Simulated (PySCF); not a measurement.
Computed IR spectrum (relative IR intensity) of a molecule C₃H₉FSi₂. The structure is a stationary point at PBE-D3(BJ)/def2-SVP. One conformer was computed; it need not be the lowest. Method: PBE-D3(BJ)/def2-SVP (PySCF). Frequencies are harmonic and unscaled.

Lines under 2 % of the strongest are left out, and lines within 2 cm⁻¹ are merged.

| ν (cm⁻¹) | relative intensity |
|---|---|
| 317 | 3.7 |
| 627 | 6.0 |
| 654 | 26 |
| 717 | 7.0 |
| 752 | 18 |
| 806 | 24 |
| 832 | 5.6 |
| 862 | 47 |
| 878 | 100 |
| 905 | 20 |
| 916 | 60 |
| 927 | 36 |
| 939 | 18 |
| 953 | 72 |
| 1036 | 2.0 |
| 1136 | 13 |
| 1243 | 18 |
| 1393 | 2.9 |
| 2146 | 56 |
| 2158 | 40 |
| 2164 | 27 |
| 2176 | 39 |
| 2181 | 74 |
| 3041 | 4.7 |
| 3046 | 4.7 |
| 3137 | 2.0 |

Q: Which molecule gave these data?
A) C=C[SiH2][SiH2]CF
B) F[SiH2]C1([SiH3])CC1
C) F[C@H]1C[C@H]1[SiH2][SiH3]
D) C[C@@H]1C[SiH2][Si@@H]1F

A: B, F[SiH2]C1([SiH3])CC1
